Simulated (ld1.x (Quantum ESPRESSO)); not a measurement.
chlorine, TM: configuration errors across variants

```
Element                 : Cl
Generator               : ld1.x (Quantum ESPRESSO) 7.5
Type                    : norm-conserving Troullier–Martins (Kleinman–Bylander form)
Functional              : PBE
Relativity              : fully relativistic
Frozen core             : [Ne]
Valence charge          : 7
Reference configuration : 3s2 3p5
Partial waves           : 3s (bound): rc 1.25 bohr; 3p (bound): rc 1.35 bohr
Local potential         : the p channel
Core correction         : Bessel-smoothed model core, default radius (core density twice the valence density)
```

Open shells are filled in proportion to 2j + 1 (rel_dist='average').

All-electron excitation energies from the reference (eV): (1) 3s2 3p4 13.876; (2) 3s2 3p3 39.323; (3) 3s2 3p2 77.631; (4) 3s2 3p1 129.874; (5) 3s2 3p4.5 5.583; (6) 3s1 3p6 12.153; (7) 3s2 3p5.3 -2.138.

The default core radius of the base comes out at 0.79 bohr.

3 further variants failed, have other tests or another functional or relativity, and are left out.

Errors AE − PS in meV (a dash: test not solved or not reliable):

| change | (1) | (2) | (3) | (4) | (5) | (6) | (7) | bound ghosts |
| --- | --- | --- | --- | --- | --- | --- | --- | --- |
| base | +4.1 | +25 | +82 | +200 | +0.8 | -0.5 | +0.1 | none |
| type ultrasoft; waves now 3s (bound): rcut 1.10, rcutus 1.25 bohr; 3s channel at -0.55 Ry: rcut 1.10, rcutus 1.25 bohr; 3p (bound): rcut 1.15, rcutus 1.35 bohr; 3p channel at 2.25 Ry: rcut 1.15, rcutus 1.35 bohr; local potential all-electron potential smoothed inside 0.95 bohr (lloc = -1); augmentation PSQ, inside the norm-conserving radii | +0.2 | +2.1 | +8.3 | +23 | 0.0 | -1.5 | 0.0 | none |
| core correction Bessel-smoothed model core inside 1.56 bohr | +3.2 | +20 | +68 | +171 | +0.7 | -0.1 | 0.0 | none |
| local potential all-electron potential smoothed inside 0.95 bohr (lloc = -1) | +6.1 | +38 | +122 | +293 | +1.2 | +0.2 | +0.2 | none |
| wave 3p (bound): rc 1.35 bohr becomes 3p (bound): rc 0.98 bohr | +7.5 | +38 | +107 | +219 | +1.9 | +0.5 | -0.1 | none |
| all radii but the core radius scaled by about 1.32 (s 1.64, p 1.78 bohr) | +5.2 | +32 | +101 | +241 | +1.0 | -5.9 | +0.1 | none |
| core correction Bessel-smoothed model core inside 1.08 bohr | +4.1 | +26 | +85 | +212 | +0.8 | -0.4 | +0.1 | none |

**Question.** Give the same row for: wave 3s (bound): rc 1.25 bohr becomes 3s (bound): rc 1.56 bohr.

**Answer.** +4.5, +29, +96, +236, +0.9, -4.7, +0.1; bound ghosts: none.
